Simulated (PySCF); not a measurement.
A structure optimised at PBE-D3(BJ)/def2-SVP, used in a PySCF frequency run:

```
O
C 1 1.3427
C 2 1.3420 1 125.17
F 2 1.3500 3 121.86 1 -177.34
H 3 1.0960 2 119.55 1 -4.90
H 3 1.0962 5 120.46 2 -178.10
C 1 1.4468 2 117.40 3 138.09
H 7 1.1105 1 110.32 2 63.46
H 7 1.1128 8 109.23 1 119.80
C 7 1.5179 8 111.73 9 122.66
O 10 1.4091 7 112.07 8 -178.95
H 11 0.9769 10 105.52 7 -53.64
H 10 1.1102 11 107.78 12 -173.19
H 10 1.1192 13 107.14 11 121.29
```
Charge 0, spin multiplicity 1.

Q: Write its SMILES and formula.

A: C=C(F)OCCO, C4H7FO2

Q: What are its rotational constants (standard atomic weights)?

A: 5.9337, 1.4120, 1.1845 GHz
